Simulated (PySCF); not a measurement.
Dipole response of As (arsenic, neutral)

[Ar] 3d10 4s2 4p3, high-spin 4S determinant. All numbers are calculated (PySCF 2.14, scalar relativity by spin-free X2C-1e, in aug-cc-pVQZ-DK). Coupled (time-dependent) response in atomic units; α is the mean over directions.

| method | mean α (bohr³) | C₆ (like pair) | S(−4) |
| --- | --- | --- | --- |
| UHF | 30.33 | 257.0 | 266.9 |
| PBE | 33.43 | 284.6 | 383.7 |
| PBE0 | 31.76 | 268.7 | 323.2 |
| BHandHLYP | 30.90 | 259.4 | 298.4 |
| MN15 | 31.10 | 256.1 | 320.4 |

S(−4) is the Cauchy moment in α(ω) = α(0) + S(−4) ω² + …

Reference α: 30 ± 1 bohr³ (recommended; Schwerdtfeger and Nagle, table of static dipole polarizabilities (2023 update)). Published C₆: 246.0 (Chu and Dalgarno (2004); Tang, Norbeck and Certain (1976)).

α(iu) at PBE0:

```
u (hartree)  α(iu) (bohr³)
          0          31.76
     0.0500          30.98
      0.100          28.92
      0.200          23.28
      0.300          18.04
      0.500          11.02
      0.750          6.554
       1.00          4.311
       1.50          2.299
       2.00          1.456
       3.00         0.7621
       5.00         0.3301
```
